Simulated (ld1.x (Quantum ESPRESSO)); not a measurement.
**u(r) = r·R(r): atom against pseudo-atom (Pd)**

Columns: radius, all-electron u(r) and pseudo u(r) of the 5p shell (level -2.97 eV) of palladium in the configuration [Kr] 4d9.5 5s0 5p0; PBE, scalar-relativistic, ultrasoft scheme, ld1.x (Quantum ESPRESSO) 7.5.

```csv
r (bohr),all-electron,pseudo
0.132,0.0153,-0.0016
0.265,-0.1115,-0.0065
0.398,-0.0451,-0.0146
0.530,0.0750,-0.0259
0.663,0.1583,-0.0405
0.795,0.1851,-0.0580
0.928,0.1663,-0.0788
1.060,0.1189,-0.1022
1.193,0.0564,-0.1284
1.325,-0.0110,-0.1567
1.458,-0.0783,-0.1871
1.590,-0.1415,-0.2187
1.723,-0.1999,-0.2513
1.855,-0.2519,-0.2840
1.988,-0.2984,-0.3165
2.120,-0.3386,-0.3477
2.252,-0.3735,-0.3771
2.385,-0.4034,-0.4044
2.518,-0.4285,-0.4286
2.650,-0.4492,-0.4492
2.782,-0.4660,-0.4660
2.915,-0.4794,-0.4794
3.048,-0.4895,-0.4895
3.180,-0.4968,-0.4968
3.312,-0.5015,-0.5015
3.445,-0.5040,-0.5040
```

Problem. How many radial nodes do the two functions have?

Solution. The all-electron 5p function has n − l − 1 = 3; the pseudo-wave has 0, since the states of the same l below it are removed with the core.

Problem. At about which radius was the pseudo-wave matched?

Solution. 2.65 bohr, where the columns begin to agree (steps of 0.13 bohr).

Problem. Is the pseudo-wave norm-conserving?

Solution. No, it belongs to an ultrasoft set: the norm inside the radius is not constrained, and the difference is carried by the augmentation charge.
